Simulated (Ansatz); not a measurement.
`[NH2][SbH][SiH3]` and `[OH][SbH][SiH3]` differ in one atom or group.

Ansatz, PBE0-D4/def2-TZVP geometries, multiplicity 1. Each molecule was computed in one conformer, which needn't be the lowest.

Elements past krypton have def2 core potentials.

```json
{"property": "zero-point energy (PBE0-D4/def2-TZVP) / kJ/mol", "`[NH2][SbH][SiH3]`": "149.7"}
{"property": "size of the dipole moment (B3LYP/def2-TZVPP) / D", "`[NH2][SbH][SiH3]`": "0.97"}
{"property": "LUMO energy (PBE/def2-TZVPP) / eV", "`[NH2][SbH][SiH3]`": "-1.69"}
{"property": "HOMO energy (PBE/def2-TZVPP) / eV", "`[NH2][SbH][SiH3]`": "-5.78"}
{"property": "HOMO energy (ωB97M-V/def2-TZVPP) / eV", "`[NH2][SbH][SiH3]`": "-8.90"}
{"property": "HOMO energy (PBE0/def2-TZVPP) / eV", "`[NH2][SbH][SiH3]`": "-6.90"}
```

**Question.** What does the change do to each property? (An estimate is asked.)

**Answer.** Ansatz gave: 
```
                                        property  `[OH][SbH][SiH3]`  shift
  zero-point energy (PBE0-D4/def2-TZVP) / kJ/mol              117.2  -32.5
size of the dipole moment (B3LYP/def2-TZVPP) / D               1.68   0.71
               LUMO energy (PBE/def2-TZVPP) / eV              -2.12  -0.43
               HOMO energy (PBE/def2-TZVPP) / eV              -6.03  -0.25
           HOMO energy (ωB97M-V/def2-TZVPP) / eV              -9.04  -0.14
              HOMO energy (PBE0/def2-TZVPP) / eV              -7.04  -0.14
```

With PBE0 the HOMO falls by 0.14 eV and the LUMO falls by 0.43 eV, so the gap narrows by about 0.29 eV. PBE moves the HOMO by -0.25 eV and ωB97M-V by -0.14 eV. The zero-point energy changes by -32.5 kJ/mol with -3 modes. Dipoles are sizes alone; their direction can turn.

B3LYP here is the variant with VWN-RPA as its local correlation; programs differ in this.

Spin–orbit coupling is left out; it splits and shifts lone-pair levels of the heavy atoms by tenths of an eV.
